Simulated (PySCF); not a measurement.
**Excitation energy of N by level of theory**

N [He] 2s2 2p3 (4S) → N [He] 2s1 2p4 (4P), as a difference of total energies. All numbers are calculated (PySCF 2.14, the spin-free X2C one-electron Hamiltonian (Gaussian nucleus), in x2c-QZVPPall with one added diffuse shell each of s, p, d, f type (8s5p4d3f1g, 73 functions)). Correlated levels: valence: 1s2 frozen; valence and next inner shell: nothing frozen. The calculations carry no spin-orbit coupling.

```json
{"method": "UHF", "excitation energy (eV)": "10.895"}
{"method": "LDA", "excitation energy (eV)": "10.581"}
{"method": "PBE", "excitation energy (eV)": "10.401"}
{"method": "PBE0", "excitation energy (eV)": "10.642"}
{"method": "r2SCAN", "excitation energy (eV)": "10.335"}
{"method": "B3LYP", "excitation energy (eV)": "10.644"}
{"method": "TPSSh", "excitation energy (eV)": "10.704"}
{"method": "wB97X-V", "excitation energy (eV)": "11.082"}
{"method": "M06-2X", "excitation energy (eV)": "11.248"}
{"method": "MP2 (valence)", "excitation energy (eV)": "11.056"}
{"method": "SCS-MP2 (valence)", "excitation energy (eV)": "11.076"}
{"method": "MP2 (valence and next inner shell)", "excitation energy (eV)": "11.034"}
{"method": "SCS-MP2 (valence and next inner shell)", "excitation energy (eV)": "11.061"}
```

Task: How much does correlation contribute at MP2 (valence and next inner shell)?

Result: 11.034 − (10.895) = 0.139 eV, measured against UHF.

Errors of the correlated levels include the incompleteness of this basis and the frozen core.

For comparison: 10.927 eV (measured; NIST levels, between the centres of gravity of the two terms).
